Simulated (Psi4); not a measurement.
Pair of molecules: HF (SMILES F) (first 2 atoms) with HCl (SMILES Cl); geometry from B3LYP-D3(BJ)/def2-TZVP, rigid monomers moved along the line of their centres of mass till H2···Cl3 is 3.20 Å.
(charge 0, multiplicity 1):
```xyz
4

F     -0.01249    -0.08389    -0.13914
H      0.15444     0.13382     0.75091
Cl    -0.04172     0.63859     3.90958
H     -1.25638     0.22118     3.89076
```

Method: SAPT0/jun-cc-pV(D+d)Z run with Psi4 1.11.

### Question
Give the four SAPT terms and the total, and say what mostly holds the pair together.

### Answer
electrostatics -1.22, exchange 0.20, induction -0.20, dispersion -0.16, total -1.38 kcal/mol; the largest attraction is electrostatics.
